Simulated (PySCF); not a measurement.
Broadened absorption spectrum of C2H6OSSi

C2H6OSSi.
Z-matrix (Å and degrees, PBE0-D3(BJ)/def2-SVP geometry), rows numbered from 1:
```
C 
C   1  1.4921
S   2  1.6397  1  125.26
O   2  1.3232  1  112.50  3   179.12
Si  4  1.7286  2  120.07  1  -179.29
H   1  1.1025  2  108.83  3  -112.74
H   1  1.1009  2  109.57  3   130.72
H   1  1.0946  2  111.30  3     8.08
H   5  1.4889  4  100.66  2  -179.85
H   5  1.4853  4  110.89  2   -63.21
H   5  1.4853  4  110.78  2    63.51
```

Computed with TDDFT CAM-B3LYP/def2-SVPD, vertical, gas phase, core orbitals frozen in the response in PySCF.

Computed states:

```json
{"state": "S1", "E (eV)": "3.46", "f": "0.0001"}
{"state": "S2", "E (eV)": "5.51", "f": "0.124"}
{"state": "S3", "E (eV)": "6.18", "f": "0.136"}
{"state": "S4", "E (eV)": "6.32", "f": "0.0008"}
{"state": "S5", "E (eV)": "6.60", "f": "0.0096"}
{"state": "S6", "E (eV)": "6.91", "f": "0.0075"}
{"state": "S7", "E (eV)": "7.20", "f": "0.094"}
{"state": "S8", "E (eV)": "7.35", "f": "0.0069"}
{"state": "S9", "E (eV)": "7.49", "f": "0.019"}
{"state": "S10", "E (eV)": "7.71", "f": "0.0053"}
```

Each state is given a Gaussian of 0.25 eV full width at half maximum, with ε(max) = 2.175×10⁸ f / Δν̃ (Δν̃ the width in cm⁻¹). The width is an assumption, not a result. The curve ends short of the highest state used, and states not computed would add to its high-energy end.

Q: Give the broadened spectrum and its maxima.

A: 
```json
{"E (eV)": "3.08", "ε (L mol⁻¹ cm⁻¹)": "0"}
{"E (eV)": "3.15", "ε (L mol⁻¹ cm⁻¹)": "0"}
{"E (eV)": "3.23", "ε (L mol⁻¹ cm⁻¹)": "1"}
{"E (eV)": "3.30", "ε (L mol⁻¹ cm⁻¹)": "3"}
{"E (eV)": "3.37", "ε (L mol⁻¹ cm⁻¹)": "5"}
{"E (eV)": "3.45", "ε (L mol⁻¹ cm⁻¹)": "8"}
{"E (eV)": "3.52", "ε (L mol⁻¹ cm⁻¹)": "6"}
{"E (eV)": "3.59", "ε (L mol⁻¹ cm⁻¹)": "3"}
{"E (eV)": "3.67", "ε (L mol⁻¹ cm⁻¹)": "1"}
{"E (eV)": "3.74", "ε (L mol⁻¹ cm⁻¹)": "0"}
{"E (eV)": "3.81", "ε (L mol⁻¹ cm⁻¹)": "0"}
{"E (eV)": "3.89", "ε (L mol⁻¹ cm⁻¹)": "0"}
{"E (eV)": "3.96", "ε (L mol⁻¹ cm⁻¹)": "0"}
{"E (eV)": "4.03", "ε (L mol⁻¹ cm⁻¹)": "0"}
{"E (eV)": "4.11", "ε (L mol⁻¹ cm⁻¹)": "0"}
{"E (eV)": "4.18", "ε (L mol⁻¹ cm⁻¹)": "0"}
{"E (eV)": "4.25", "ε (L mol⁻¹ cm⁻¹)": "0"}
{"E (eV)": "4.33", "ε (L mol⁻¹ cm⁻¹)": "0"}
{"E (eV)": "4.40", "ε (L mol⁻¹ cm⁻¹)": "0"}
{"E (eV)": "4.47", "ε (L mol⁻¹ cm⁻¹)": "0"}
{"E (eV)": "4.55", "ε (L mol⁻¹ cm⁻¹)": "0"}
{"E (eV)": "4.62", "ε (L mol⁻¹ cm⁻¹)": "0"}
{"E (eV)": "4.69", "ε (L mol⁻¹ cm⁻¹)": "0"}
{"E (eV)": "4.77", "ε (L mol⁻¹ cm⁻¹)": "0"}
{"E (eV)": "4.84", "ε (L mol⁻¹ cm⁻¹)": "0"}
{"E (eV)": "4.91", "ε (L mol⁻¹ cm⁻¹)": "0"}
{"E (eV)": "4.99", "ε (L mol⁻¹ cm⁻¹)": "0"}
{"E (eV)": "5.06", "ε (L mol⁻¹ cm⁻¹)": "2"}
{"E (eV)": "5.13", "ε (L mol⁻¹ cm⁻¹)": "24"}
{"E (eV)": "5.21", "ε (L mol⁻¹ cm⁻¹)": "262"}
{"E (eV)": "5.28", "ε (L mol⁻¹ cm⁻¹)": "1339"}
{"E (eV)": "5.35", "ε (L mol⁻¹ cm⁻¹)": "4436"}
{"E (eV)": "5.43", "ε (L mol⁻¹ cm⁻¹)": "10243"}
{"E (eV)": "5.50", "ε (L mol⁻¹ cm⁻¹)": "13370"}
{"E (eV)": "5.57", "ε (L mol⁻¹ cm⁻¹)": "11299"}
{"E (eV)": "5.65", "ε (L mol⁻¹ cm⁻¹)": "5474"}
{"E (eV)": "5.72", "ε (L mol⁻¹ cm⁻¹)": "1823"}
{"E (eV)": "5.79", "ε (L mol⁻¹ cm⁻¹)": "410"}
{"E (eV)": "5.87", "ε (L mol⁻¹ cm⁻¹)": "244"}
{"E (eV)": "5.94", "ε (L mol⁻¹ cm⁻¹)": "1132"}
{"E (eV)": "6.01", "ε (L mol⁻¹ cm⁻¹)": "4043"}
{"E (eV)": "6.09", "ε (L mol⁻¹ cm⁻¹)": "10215"}
{"E (eV)": "6.16", "ε (L mol⁻¹ cm⁻¹)": "14434"}
{"E (eV)": "6.23", "ε (L mol⁻¹ cm⁻¹)": "13229"}
{"E (eV)": "6.31", "ε (L mol⁻¹ cm⁻¹)": "7086"}
{"E (eV)": "6.38", "ε (L mol⁻¹ cm⁻¹)": "2702"}
{"E (eV)": "6.45", "ε (L mol⁻¹ cm⁻¹)": "997"}
{"E (eV)": "6.53", "ε (L mol⁻¹ cm⁻¹)": "900"}
{"E (eV)": "6.60", "ε (L mol⁻¹ cm⁻¹)": "1061"}
{"E (eV)": "6.67", "ε (L mol⁻¹ cm⁻¹)": "920"}
{"E (eV)": "6.75", "ε (L mol⁻¹ cm⁻¹)": "670"}
{"E (eV)": "6.82", "ε (L mol⁻¹ cm⁻¹)": "721"}
{"E (eV)": "6.89", "ε (L mol⁻¹ cm⁻¹)": "964"}
{"E (eV)": "6.97", "ε (L mol⁻¹ cm⁻¹)": "1649"}
{"E (eV)": "7.04", "ε (L mol⁻¹ cm⁻¹)": "3631"}
{"E (eV)": "7.11", "ε (L mol⁻¹ cm⁻¹)": "7249"}
```

Maxima: 359 nm (3.45 eV), ε about 7.6, made up of S1 (100%); 225 nm (5.51 eV), ε about 13000, made up of S2 (100%); 201 nm (6.18 eV), ε about 15000, made up of S3 (100%); 188 nm (6.60 eV), ε about 1100, made up of S5 (98%) (ε in L mol⁻¹ cm⁻¹; maxima over ε = 5, shares over 10%). At its high-energy end, 7.11 eV, the curve is still rising (ε about 7200, from S7).

Q: Does any computed singlet lie in the visible range?

A: No computed singlet lies in the visible range (380 to 750 nm); the lowest, at 359 nm, stands 0.19 eV above its violet end (3.26 eV); a Tamm–Dancoff triplet lies at 399 nm, without intensity as long as spin–orbit coupling is left out.

Q: Coming from long wavelengths, where does ε first pass 100 L mol⁻¹ cm⁻¹?

A: At about 240 nm (5.18 eV), 1.72 eV above S1.

Q: What would ε be at 6.18 eV, the highest of these maxima, with half the width (0.125 eV)?

A: About 29400 L mol⁻¹ cm⁻¹ against 14700, a factor of about 2.00; a lone state at its own centre would give exactly 2.

All these states lie below the vertical ionisation energy of 8.97 eV (ΔSCF).

One conformer stands for the species.
